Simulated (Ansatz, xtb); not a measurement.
Relaxing a trial structure of C3H8FSi+

The starting geometry of this gas-phase singlet was built from a drawn formula by distance geometry and a force field; its bonds are those of `[CH2+][C@](C)(F)[SiH3]`.

```xyz
13

C    -0.8328    1.2128    0.0968
C     0.4649    1.4182    0.7589
C     0.9077    2.8828    0.5748
F     1.3596    0.6621    0.0518
Si    0.5611    0.7778    2.5292
H    -0.9927    0.4169   -0.6040
H    -1.6889    1.8117    0.4118
H     0.9165    3.1487   -0.4935
H     0.2791    3.5223    1.1282
H     1.8865    3.0550    0.9574
H     0.1988   -0.6501    2.6494
H    -0.3265    1.5612    3.4116
H     1.9645    0.9873    3.1389
```

Problem. Predict what becomes of its bonds when it is optimised with r2SCAN-D4/def2-SVP.

Solution. It rearranges to `C[C+](F)C[SiH3]`. Contacts that open: C2–Si5 (1.88 → 2.78 Å). Contacts that close: C1–Si5 (2.84 → 2.01 Å).

The energy falls by 2.55 eV over 27 steps:

```
step  E − E(last) (eV)
   1             2.545
   4             1.286
   7             0.229
  10             0.052
  13             0.044
  15             0.038
  18             0.020
  21             0.002
  24             0.000
  27             0.000
```

Final geometry (Å):

```xyz
13

C    -0.2928    0.9453    0.6919
C     0.7735    1.7678    0.2810
C     0.8729    3.2205    0.3719
F     1.8196    1.1779   -0.1978
Si    0.0447    0.4399    2.6130
H    -0.3143   -0.0349    0.1896
H    -1.2618    1.4632    0.7414
H     0.9041    3.6114   -0.6654
H     0.0289    3.6733    0.9044
H     1.8416    3.5072    0.8170
H    -1.1201   -0.4337    2.8847
H     0.0441    1.7164    3.3677
H     1.3573   -0.2475    2.6122
```

From the same start GFN2-xTB reaches the same bonding as this run.

No frequencies were run, so the end isn't proven a minimum. Run with Ansatz 0.2.0, 82 s on 2 threads of Arm Neoverse V1, on a shared host.
